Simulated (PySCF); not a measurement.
Relative stability

The two ends of one reaction step of GaH₃Cl₂O, closed shell (PBE0-D4/def2-TZVP).

A:

Ga1  (-0.283, -0.709, -0.066)
H2  (1.384, 1.226, -0.800)
Cl3  (-0.421, -1.290, -2.092)
Cl4  (1.231, -1.529, 1.183)
H5  (0.812, 1.617, -0.512)
O6  (-1.518, 0.364, 0.606)
H7  (-1.411, 0.508, 1.550)
(Å)

B:

```xyz
7
angstrom
Ga 0.4144 -0.6619 -0.4571
H 1.6012 0.0114 -1.1982
Cl -1.1438 -1.6887 -1.5208
Cl 0.6859 -1.4004 1.5741
H -0.1427 1.8577 0.2105
O -0.6486 1.0379 0.2364
H -0.8391 0.8496 1.1657
```

PySCF 2.14 with density fitting (its default auxiliary sets; JK sets also for MP2 and CCSD(T)); basis: def2-TZVPP; cores frozen in the correlated methods. Filled d shells of the heavier atoms are correlated. The def2 sets are not built for correlating such inner shells, so the correlated values are less sure here. B3LYP uses VWN-RPA correlation.

Question: Which structure is lower at CCSD(T), and by how much? (An estimate is asked for; the value comes from the calculation.)

Answer: The calculation gives: B, by 39.2 kJ/mol (electronic energy, against the other). By their contacts, A is a complex of GaHCl₂O ([OH][Ga]([Cl])[Cl]) + H₂ and B is GaH₃Cl₂O ([OH2][GaH]([Cl])[Cl]).

All methods give the same order:

| method | E(B) − E(A) (kJ/mol) |
| --- | --- |
| SPW92 | -59.4 |
| PBE-D4 | -38.2 |
| r2SCAN-D4 | -40.6 |
| PBE0-D4 | -47.0 |
| B3LYP-D4 | -38.6 |
| BHLYP-D4 | -47.4 |
| wB97M-V | -45.9 |
| HF | -46.5 |
| MP2 | -34.4 |
| CCSD | -42.1 |
| CCSD(T) | -39.2 |

The T1 diagnostic stays at or below 0.012.

Labels in which every atom is bracketed show which atoms are joined, not bond orders.

For scale, one of the runs: CCSD(T)/def2-TZVPP, 205 basis functions, launched by `OMP_NUM_THREADS=4 python run.py`. Time: 19 min of wall clock on 4 CPU threads of an Arm Neoverse N1; the host was shared. Peak host memory: 3.3 GiB.
